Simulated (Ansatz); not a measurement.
A structure relaxed at B3LYP-D4/def2-SVPD in Ansatz, charge -1, doublet:

```xyz
7

Mg    1.149    1.851   -1.676
Mg   -0.941    0.420    2.035
Mg    0.161   -0.593   -0.523
S     0.109    1.923    0.444
S     1.254   -0.269   -2.609
S    -1.853   -1.495    0.672
S     0.121   -1.836    1.657
```

Give its formula and point group.

the cluster Mg₃S₄⁻ (the lowest doublet isomer of a short search). Point group Cs (tolerance 0.1 Å).

Summarise the bond lengths by kind (pairs closer than 1.2 times the sum of covalent radii, bridged metal pairs left out).

9 × Mg–S 2.32 to 2.70 Å; 1 × S–S 2.23 Å.

The structure comes from a short search, and lower isomers may exist.
